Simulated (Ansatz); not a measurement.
Reaction (ligand exchange at a Mg–Br bond): `[F][Mg][Br]` + `O[SiH3]` → `[F][Mg][O][SiH3]` + HBr

Isolated molecules relaxed with PBE0-D4/def2-TZVP in Ansatz; ΔE leaves out vibrations. CCSD(T)/CBS adds triple-zeta CCSD(T) − MP2 to the extrapolated MP2 energy (def2 sets, frozen cores). DFT in def2-TZVPP. B3LYP here is the variant with VWN-RPA as its local correlation; programs differ in this. For Br, Mg outer-core shells are correlated without core-valence functions, which leaves a few kJ/mol of doubt a bond. Scalar relativity is left out up to krypton. One conformer a species, not always the lowest.

```json
{"level": "PBE0-D4", "ΔE (eV)": "0.64"}
{"level": "B3LYP", "ΔE (eV)": "0.57"}
{"level": "r2SCANh", "ΔE (eV)": "0.61"}
{"level": "CAM-B3LYP", "ΔE (eV)": "0.55"}
{"level": "CCSD/def2-SVP", "ΔE (eV)": "0.40"}
{"level": "SCS-MP2/def2-TZVPP", "ΔE (eV)": "0.50"}
{"level": "SCS-MP2/def2-QZVPP", "ΔE (eV)": "0.49"}
{"level": "MP2/CBS(def2)", "ΔE (eV)": "0.52"}
```

(1) What does CCSD(T)/CBS give? (Best estimate.)

(2) What do rigid-rotor, harmonic-oscillator terms from PBE0-D4/def2-TZVP frequencies (298.15 K, 1 bar) make of the CCSD(T)/CBS value? (Estimate.)

Largest T1 diagnostic among the species: 0.012.

Answers

(1) The calculation gave: +0.51 eV. The listed levels differ from it by 0.13, 0.06, 0.10, 0.04, -0.11, -0.01, -0.02, 0.01 eV.

(2) Ansatz gave: ΔZPE = -0.11 eV, ΔH = +0.42 eV, ΔS = -8 J/(mol·K), ΔG = +0.44 eV.

In def2-TZVPP, CCSD(T) changes the Hartree–Fock value by −0.21 eV (the triples alone add −0.01 eV) and MP2 by −0.21 eV. Leaving LDA and LC-ωPBE aside and taking each functional with its dispersion term where it has one, the values, not all of them listed here, spread over 0.15 eV, from BLYP-D4 to HSE06-D4. LDA lies −0.03 eV from PBE without D4.
